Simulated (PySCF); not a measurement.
## How methods differ on the ionisation energy of C⁺

C⁺ [He] 2s2 2p1 [2p1/2^1, M_J = 1/2] → C²⁺ [He] 2s2, as a difference of total energies. Computed with PySCF 2.14 in x2c-TZVPPall-2c (5s3p2d1f, 31 functions), with the two-component X2C-1e Hamiltonian. Correlated levels: 1s2 frozen. "Screened" scales the spin-orbit matrix elements by Boettger's factors to mimic the two-electron term; Breit and QED terms are absent.

```csv
method,ionisation energy (eV),error (eV)
GHF (spin-free),24.197,-0.186
GMP2 (spin-free),24.361,-0.022
GHF (screened spin-orbit),24.202,-0.181
GMP2 (screened spin-orbit),24.366,-0.017
```

Reference: 24.383 eV (measured; NIST Atomic Spectra Database, ionization energies).

Errors of the correlated levels include the incompleteness of this basis and the frozen core.

The determinant of C⁺ mixes levels of different J (the jj label is only the starting occupation), so the difference between spin-free and spin-orbit rows is not the physical spin-orbit shift.
